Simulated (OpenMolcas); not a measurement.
**Lines of Zr: computed and rescaled rates**

```json
{
  "Program": "OpenMolcas",
  "Method": "SS-CASPT2, IPEA 0.25 Eh, imaginary shift 0.1 Eh (closed shells correlated: 4s 4p 5s)",
  "Basis": "ANO-RCC-VQZP [8s7p5d3f2g1h]",
  "Scalar Hamiltonian": "DKH2, point nucleus",
  "Active space": "2 electrons in 5 orbitals (4d)",
  "State averaging": "2S+1 = 3 even, 10 roots; 2S+1 = 1 even, 15 roots",
  "Spin-orbit coupling": "state interaction with AMFI integrals over the reference wave functions, term energies averaged over their components"
}
```

Rates come from the transition moments of the reference wave functions (E1 and E2 in the length form). At fixed line strength A goes as λ^-3 for E1 and M1 and as λ^-5 for E2, so a rate at the computed wavelength can be rescaled to the measured one. Measured vacuum wavelengths follow from level energies in NIST Handbook of Basic Atomic Spectroscopic Data. Branching counts decays inside the model space alone, at computed energies, and the table is only a selection of the E2 and M1 lines, drawn from those between levels with measured partners whose computed energy lies within a factor of 1.5 of the measured one.

```csv
Upper,Lower,Type,λ computed (nm),λ measured (nm),A computed (s-1),A rescaled (s-1),Branching %
4d² 5s² ³P₁,4d² 5s² ³P₀,M1,40640,55730,2.68e-04,1.04e-04,0.6
4d² 5s² ³F₃,4d² 5s² ³F₂,M1,16230,17530,5.95e-03,4.72e-03,100.0
4d² 5s² ³F₄,4d² 5s² ³F₃,M1,13950,14920,7.48e-03,6.11e-03,100.0
4d² 5s² ¹D₂,4d² 5s² ³F₃,M1,2459,2207,3.40e-02,,56.2
4d² 5s² ¹D₂,4d² 5s² ³F₂,M1,2136,1960,2.64e-02,,43.7
4d² 5s² ¹G₄,4d² 5s² ³F₄,M1,1224,1467,3.58e-02,,55.1
4d² 5s² ¹G₄,4d² 5s² ³F₃,M1,1126,1336,2.77e-02,,42.6
4d² 5s² ¹G₄,4d² 5s² ³F₂,E2,1053,1241,4.36e-04,,0.7
4d² 5s² ¹S₀,4d² 5s² ³P₂,E2,854.3,1117,3.95e-02,,1.0
4d² 5s² ¹S₀,4d² 5s² ³P₁,M1,822.8,1141,4.93e-01,,11.9
```

Spin-changing lines and M1 lines between different terms are not rescaled, since their strength hangs on the term gaps too.

The largest correction is for 4d² 5s² ³P₁ → 4d² 5s² ³P₀ (M1): 2.68e-04 × (40640 / 55730)^3 = 1.04e-04 s-1, a factor of 0.39.

The computed rate and branching of 4d² 5s² ³F₃ → 4d² 5s² ³F₂ give the upper level a radiative lifetime of 1.000 / 5.95e-03 s-1 = 1.68e+02 s, counting decays inside the model space alone. The rescaled rate gives about 2.1e+02 s.

The computed order of these levels differs from the measured one in 2 places, and where term gaps are wrong the rates of spin-changing lines can be off by large factors.

No measured rate stands beside these. Rescaling mends the energy factor alone: line strengths can still be far off where a level mixes with configurations outside the active space, and weak or spin-changing lines hang on small mixing coefficients that depend on the term gaps too, so rescaling need not improve them.

Term energies are means over components that CASPT2 splits; among the terms shown or strongly mixed into the levels shown the widest spread is 700 cm-1 (4d² 5s² ¹G). With the s shell closed, the reference lacks s² → p², s² → d² and s → d mixing, so excited terms can stand far too high and out of order, with CASPT2 too. Some terms miss by over 15 % even with CASPT2, which points to a basis or an active space too small for the shells correlated. Computed and measured levels are paired by configuration, term and J; levels that our copy of the source lacks, or whose pairing is in doubt (as where it misses far off the trend of its configuration), stay unpaired. Levels of configurations outside the active space are missing.
